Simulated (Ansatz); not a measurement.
A nudged elastic band was laid between two geometries of CH5BClFO (10 atoms, charge 0, multiplicity 1).

These are results of RKS PBE-D4/def2-mTZVP in Ansatz 0.2.0, not measurements.

* movable images: 9
* climbing image: yes
* spring: 5.0 eV/Å²
* optimiser: quadratic models (default)
* start path: through a guess of the saddle point
* force threshold: 0.5 eV/Å
* iteration limit: 60
* end points: relaxed

Initial state:

```xyz
10
Properties=species:S:1:pos:R:3
B -0.114 -0.216 0.453
C 0.134 0.335 1.907
H -0.683 0.091 2.602
H 1.073 -0.052 2.333
H 0.215 1.433 1.881
F 0.916 -0.171 -0.458
Cl -1.776 0.179 -0.317
O -0.281 -1.985 0.616
H 0.268 -2.334 -0.120
H -1.211 -2.147 0.340
```

Final state:

```xyz
10
Properties=species:S:1:pos:R:3
B -0.307 -0.704 -0.782
C 0.213 0.052 2.548
H -0.882 0.051 2.483
H 0.515 0.259 3.581
H 0.619 0.829 1.888
F 0.750 0.065 -1.035
Cl -1.931 0.028 -0.840
O -0.106 -2.016 -0.509
H -0.934 -2.503 -0.341
H 0.604 -0.927 2.245
```

Task: What changes between the two ends?

Result: Bonds broken: B1–C2, O8–H10. Bonds formed: C2–H10. CH5BClFO becomes BClFHO + CH4.

Task: What energy profile does the band end with?

Result: The forces met the threshold. The highest image is number 5 of 0 to 10, 123.5 kJ/mol above the first end and 219.2 kJ/mol above the last; the last end lies 95.7 kJ/mol below the first. The threshold of 0.5 eV/Å is loose, so the images may lie well off the minimum-energy path. Neighbouring images differ by up to 1.3 eV, so the band resolves the path poorly. The order of the stationary point at the top wasn't checked. The orbitals stay closed-shell, which can raise the energy where a bond breaks towards radicals; this wasn't checked here.

```json
{"image": "0", "path coordinate (Å)": "0.00", "energy (kJ/mol)": "0.0", "B1–C2 (Å)": "1.57", "O8–H10 (Å)": "0.98", "C2–H10 (Å)": "3.23"}
{"image": "1", "path coordinate (Å)": "0.63", "energy (kJ/mol)": "1.1", "B1–C2 (Å)": "1.58", "O8–H10 (Å)": "0.98", "C2–H10 (Å)": "2.98"}
{"image": "2", "path coordinate (Å)": "1.26", "energy (kJ/mol)": "2.8", "B1–C2 (Å)": "1.58", "O8–H10 (Å)": "0.98", "C2–H10 (Å)": "2.73"}
{"image": "3", "path coordinate (Å)": "1.89", "energy (kJ/mol)": "4.3", "B1–C2 (Å)": "1.58", "O8–H10 (Å)": "0.98", "C2–H10 (Å)": "2.56"}
{"image": "4", "path coordinate (Å)": "2.52", "energy (kJ/mol)": "28.4", "B1–C2 (Å)": "1.62", "O8–H10 (Å)": "0.99", "C2–H10 (Å)": "2.02"}
{"image": "5", "path coordinate (Å)": "3.15", "energy (kJ/mol)": "123.5", "B1–C2 (Å)": "1.78", "O8–H10 (Å)": "1.27", "C2–H10 (Å)": "1.41"}
{"image": "6", "path coordinate (Å)": "3.80", "energy (kJ/mol)": "2.6", "B1–C2 (Å)": "2.28", "O8–H10 (Å)": "1.78", "C2–H10 (Å)": "1.12"}
{"image": "7", "path coordinate (Å)": "4.45", "energy (kJ/mol)": "-74.8", "B1–C2 (Å)": "2.80", "O8–H10 (Å)": "2.19", "C2–H10 (Å)": "1.09"}
{"image": "8", "path coordinate (Å)": "5.10", "energy (kJ/mol)": "-92.6", "B1–C2 (Å)": "3.22", "O8–H10 (Å)": "2.58", "C2–H10 (Å)": "1.10"}
{"image": "9", "path coordinate (Å)": "5.75", "energy (kJ/mol)": "-95.4", "B1–C2 (Å)": "3.49", "O8–H10 (Å)": "2.95", "C2–H10 (Å)": "1.10"}
{"image": "10", "path coordinate (Å)": "6.39", "energy (kJ/mol)": "-95.7", "B1–C2 (Å)": "3.45", "O8–H10 (Å)": "3.05", "C2–H10 (Å)": "1.10"}
```

Task: What is the geometry of the highest image?

Result: 
```xyz
10
Properties=species:S:1:pos:R:3
B -0.069 -0.376 0.154
C -0.032 0.039 1.882
H -0.974 -0.041 2.434
H 0.824 -0.253 2.513
H 0.133 1.107 1.679
F 0.984 0.189 -0.492
Cl -1.737 0.035 -0.521
O 0.109 -1.918 0.259
H -0.707 -2.381 -0.019
H 0.011 -1.268 1.346
```

The run took 3.1 min on 4 threads of Arm Neoverse V1, on a shared host, peak memory 0.23 GiB.
